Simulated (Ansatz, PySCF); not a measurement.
C$_{7}$H$_{7}$ (SMILES [CH2]c1ccccc1), doublet, at a GFN2-xTB geometry. Base run: WB97X/6-31G** run with PySCF.

PySCF was given this input:
```python
from pyscf import gto, scf, dft

mol = gto.M(
    atom='''
C     2.36069093   -0.21824476    0.05084697
C     0.98821196   -0.09135973    0.02128512
C     0.36211980    1.18191722   -0.09473152
C    -1.00389933    1.29830754   -0.12331928
C    -1.81299592    0.16761062   -0.03905016
C    -1.22914590   -1.09186356    0.07522167
C     0.13502389   -1.22787791    0.10543951
H     3.00174025    0.64238924   -0.01294849
H     2.82985766   -1.18151771    0.13855539
H     0.98887353    2.05936443   -0.16014177
H    -1.46011120    2.27413088   -0.21190846
H    -2.88758400    0.26695578   -0.06219573
H    -1.85980917   -1.96720581    0.14040063
H     0.58700044   -2.20505324    0.19408455
''',
    basis='6-31g**',
    spin=1,
    verbose=4,
)

mf = dft.UKS(mol)
mf.xc = 'wb97x'
mf.kernel()
```

The same geometry, method and basis name were run in Ansatz (a first-principles code) and PySCF, at each program's defaults and at the settings that a row names. The base is PySCF at its defaults. Differences at the defaults can come from grids, fitting, cores and function types together.

```tsv
code and settings	ΔE vs base (mEh)	basis functions	E (Eh)	SCF cycles	dipole (D)
PySCF, defaults (exact integrals, its default grid, spherical functions)	0.000	133	-270.83985	15	0.08
Ansatz, defaults (factorised integrals, its default grid, Cartesian functions)	-3.026	140	-270.84288	-	-
PySCF, density fitting with def2-universal-jkfit	-0.072	133	-270.83993	15	0.08
PySCF, fine grid	0.036	133	-270.83982	15	0.08
Ansatz, high accuracy, Cartesian functions as the basis file defines them	-3.027	140	-270.84288	-	-
```

Open shells are given as the SCF converged; they aren't shown to be the lowest states, and a large step between rows can be another state.
